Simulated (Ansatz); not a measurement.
Total energies of Si19AsH32⁻ from Ansatz at PBE-D4/def2-SVP, gas phase (1 Eh = 27.2114 eV = 2625.5 kJ/mol). The reference geometry is relaxed at PBE-D4/def2-SVP.

```xyz
52

Si    2.463   -1.005   -3.334
Si   -0.251    4.658   -2.128
Si   -2.736    2.449    0.027
As   -0.160    0.837   -1.833
Si    2.630    0.075    0.634
Si    1.020    1.726    1.145
Si   -0.025   -1.878    0.437
Si    2.759   -3.732   -0.802
Si   -2.479   -0.202    2.587
Si    0.716   -1.134    4.282
Si    0.061    2.676   -3.365
Si    0.130   -0.857   -3.471
Si    3.160   -1.420   -1.124
Si   -2.536    0.993   -1.801
Si   -2.220    4.584   -0.826
Si   -1.291    1.649    1.715
Si    0.428   -3.987   -0.518
Si   -2.250   -2.088    1.183
Si    0.814   -2.695    2.513
Si   -1.554   -0.688    4.694
H     3.053   -2.073   -4.228
H     2.984    0.323   -3.835
H    -0.334    5.860   -3.045
H     0.940    4.871   -1.229
H    -4.145    2.522    0.577
H     3.838    1.018    0.608
H     2.863   -0.714    1.899
H     1.174    2.905    0.211
H     1.632    2.236    2.441
H     3.349   -4.413   -2.022
H     3.563   -4.226    0.376
H    -3.892    0.324    2.763
H     1.355    0.191    3.939
H     1.392   -1.625    5.546
H    -0.902    2.656   -4.531
H     1.458    2.677   -3.938
H    -0.363   -0.446   -4.842
H    -0.592   -2.109   -3.057
H     4.671   -1.262   -1.239
H    -3.124    1.547   -3.079
H    -3.130   -0.366   -1.551
H    -3.358    5.009   -1.732
H    -2.135    5.621    0.271
H    -1.367    2.732    2.779
H    -0.152   -4.205   -1.902
H     0.157   -5.273    0.243
H    -3.295   -1.968    0.093
H    -2.663   -3.294    2.008
H     2.259   -3.142    2.422
H     0.075   -3.897    3.077
H    -1.758    0.458    5.665
H    -2.233   -1.900    5.296
```

| state | geometry | energy (Eh) |
| --- | --- | --- |
| charge -1 singlet | reference | -7750.59446 |
| charge 0 doublet | reference | -7750.45662 |
| charge 0 doublet | relaxed at PBE-D4/def2-SVP | -7750.48237 |
| charge -1 triplet | relaxed at PBE-D4/def2-SVP | -7750.53495 |

Single mean-field runs in def2-SVP are fitted with def2-universal-jkfit.

Question: Work out the vertical ionisation energy to the doublet.

Answer: E(charge 0 doublet) − E(charge -1 singlet) = -7750.45662 − (-7750.59446) = 0.13784 Eh = 3.75 eV. For comparison, −ε of the highest occupied level is 1.95 eV at this level, 1.80 eV less.

Question: How much does the charge 0 doublet relax, and what is the adiabatic ionisation energy?

Answer: Relaxation: -7750.45662 − (-7750.48237) = 0.02575 Eh = 0.70 eV. Adiabatic ionisation energy: 0.11209 Eh = 3.05 eV, without zero-point energy. 

Question: Which of the charge -1 states is lowest, and how far above it are the others?

Answer: The singlet. triplet: -7750.53495 − (-7750.59446) = 0.05951 Eh = 156.2 kJ/mol. The triplet differs in its bonds from the reference.
